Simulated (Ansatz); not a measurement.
The same path of CH5BFN + ClH (11 atoms, charge 0, multiplicity 1) was run twice with different band settings. Lost on the way: Cl10–H11. Made: B1–Cl10, N2–H11.

Computed with RHF/6-31G* (Ansatz).

Relaxed end points:

```xyz
11
Properties=species:S:1:pos:R:3
B 0.125 -0.385 0.139
N 0.054 -0.047 1.507
H -0.745 -0.293 2.051
H 0.873 0.110 2.050
C 1.430 -0.263 -0.737
H 1.718 -1.243 -1.114
H 1.244 0.359 -1.610
H 2.280 0.152 -0.203
F -1.004 -0.806 -0.431
Cl -0.610 3.415 1.632
H -0.423 2.163 1.485
```

```xyz
11
Properties=species:S:1:pos:R:3
B 0.014 0.612 0.085
N -0.014 0.183 1.702
H -0.060 -0.817 1.803
H 0.793 0.520 2.197
C 1.309 -0.022 -0.601
H 1.283 -1.112 -0.574
H 1.352 0.266 -1.647
H 2.241 0.302 -0.143
F -1.191 0.153 -0.365
Cl 0.046 2.498 0.179
H -0.832 0.579 2.135
```

Common settings: spring 5.0 eV/Å²; optimiser quadratic models (default); start path through a guess of the saddle point; force threshold 0.05 eV/Å; end points relaxed.

| run | movable images | climbing image | iteration limit |
| --- | --- | --- | --- |
| 1 | 9 | yes | 52 |
| 2 | 6 | no | 60 |

What does each run give, and how far can it be trusted?

Run 1: converged after 19 iterations, highest image 0.722 eV above the first end. A vibrational analysis at the climbing image gives one clearly imaginary mode, 89i cm⁻¹: a first-order saddle point.
Run 2: converged after 15 iterations, highest image 0.819 eV above the first end. No image climbed, so the highest image needn't sit at the top of the path.
The orbitals stay closed-shell, which can raise the energy where a bond breaks towards radicals; this wasn't checked here.
